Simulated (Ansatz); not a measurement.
The cluster Li7⁻. Total charge -1; singlet. Geometry PBE/def2-TZVPD; atoms count from 1.

```tsv
atom	x (Å)	y (Å)	z (Å)
Li1	-1.5203	0.0688	1.9439
Li2	1.5836	1.3330	-1.3455
Li3	-1.0439	-2.2253	0.2313
Li4	0.8734	-1.4437	-1.8021
Li5	0.1073	2.2667	0.9724
Li6	-1.2988	0.5029	-1.0320
Li7	1.2988	-0.5026	1.0322
```

The restricted singlet is unstable towards broken spin symmetry in Hartree–Fock (as tested in another run); at PBE0/def2-TZVPD this wasn't settled. The structure comes from a short search, and lower isomers may exist.

Question: Estimate the Mulliken populations from the PBE0/def2-TZVPD orbitals of Ansatz.

Answer: 
```tsv
atom	charge (e)
Li1	-0.13
Li2	-0.13
Li3	-0.13
Li4	-0.13
Li5	-0.13
Li6	-0.16
Li7	-0.16
```
Mulliken values and Mayer orders depend strongly on the basis. With diffuse functions, as here, like atoms can get unlike values, and bond orders can come out too low or too high.

Question: And the Mayer bond orders between bonded heavy atoms (over 0.3)?

Answer: Li1–Li3 0.30 (2.90 Å); Li1–Li5 0.30 (2.90 Å); Li2–Li4 0.30 (2.90 Å); Li2–Li5 0.30 (2.90 Å); Li3–Li4 0.30 (2.90 Å). Values over 0.3 also appear between atoms too far apart for a bond (Li6–Li7 0.32 at 3.47 Å); they arise where an orbital or an unpaired electron spreads over both atoms.
